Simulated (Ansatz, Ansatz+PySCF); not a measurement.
```xyz
3

N     0.0939    0.0210   -0.0154
N     1.1264   -0.0575   -0.2355
O     0.3947    3.2319    0.4196
```

Basis set: def2-SVP (spherical functions). Left uncorrelated: 3 orbitals. Charge 0, multiplicity 3.

Computed with Ansatz (development build ahead of 0.2.0); each method stands on the lowest determinant of its kind that the runs found.

Task: Give the atomization energy at this shape (free ground-state atoms in the same class of orbitals less the molecule, no zero-point energy) of triplet N2O by PBE0 (unrestricted), UHF-MP2, UHF.

Result:

```csv
method,atomization energy
PBE0 (unrestricted),9.60 eV
UHF-MP2,9.25 eV
UHF,4.91 eV
```

Caution: the shape is not the minimum. Caution for PBE0 (unrestricted): charge can spread falsely over distant fragments. Caution for UHF-MP2: MP2 forces lie far from those of the mean fields.
